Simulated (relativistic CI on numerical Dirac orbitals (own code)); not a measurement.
**Hyperfine structure of Co VI, mass number 60**

Computed by Dirac-Coulomb-Breit CI, separate exchange-only KLI orbitals for each configuration, model QED (radiative potential, 1s self-energy scaled to tabulated hydrogen-like ionisation energies), valence Slater integrals scaled by 0.85, P86 correlation energy added to each configuration (own radial code, finite nucleus).

Configurations in the expansion (outside the closed core [Ne]): 3s2 3p6 3d4, 3s2 3p6 3d3 4s, 3s2 3p5 3d5, 3s2 3p6 3d3 4p, 3s2 3p6 3d3 4d, 3s 3p6 3d5, 3s2 3p6 3d3 5s, 3s2 3p6 3d3 4f, 3s2 3p6 3d3 5p, 3s2 3p6 3d3 5d, 3s2 3p6 3d3 5f, 3s2 3p6 3d3 5g, 3s2 3p6 3d2 4s 4p, 3s2 3p6 3d2 4s2, 3s2 3p6 3d 4s2 4p, 3s2 3p6 3d 4s2 4d, 3s2 3p6 3d 4s2 5s, 3s2 3p6 3d2 4p2, 3s2 3p6 3d 4s 4p2, 3s2 3p6 3d 4p3, 3s2 3p6 3d 4p2 4d, 3s2 3p6 3d 4p2 5s. Double excitations out of closed p, d and f shells are left out; levels of such configurations are missing from the list, as are those of other unlisted configurations, and high levels can miss mixing partners.

Nuclear spin I = 5, μ = 3.799 μN, Q = 0.46 b (tables of Stone and Pyykkö). The electronic factors are computed for point nuclear moments, without core polarisation or the Bohr-Weisskopf and QED corrections.

```csv
Level,E (cm⁻¹),A (MHz),B (MHz)
3s2 3p6 3d4 5D_1,196.4,134.8,173
3s2 3p6 3d4 5D_2,568.1,189.1,107
3s2 3p6 3d4 5D_3,1085.9,261.6,-124
3s2 3p6 3d4 5D_4,1721.2,346.4,-501
3s2 3p6 3d4 3H_4,26256.0,629.3,256
3s2 3p6 3d4 3H_5,26655.9,549.3,266
3s2 3p6 3d4 3H_6,27059.9,533.2,247
3s2 3p6 3d4 3P_1,28074.2,253.4,-20.5
```

Levels with J = 0, under 50 % of one LS term, or S terms without an open s electron are left out. Small factors come from cancelling terms and can be off by tens of per cent or more.

At this charge configurations can still be misplaced by up to about 7 % of their energy. 63 of the 63 excited levels that our extract of the measured tables holds in this range could be paired (the sources list more); they are missed by 3037 cm⁻¹ on average and 5912 at most, and levels without a partner can miss by more.

Give the hyperfine levels of 3s2 3p6 3d4 5D_3 relative to its centre of gravity.

With K = F(F + 1) − I(I + 1) − J(J + 1), E = AK/2 + B[¾K(K + 1) − I(I + 1)J(J + 1)]/[2I(2I − 1)J(2J − 1)]: F = 2: -4762, F = 3: -3951, F = 4: -2876, F = 5: -1546, F = 6: 32.94, F = 7: 1850, F = 8: 3893 MHz.
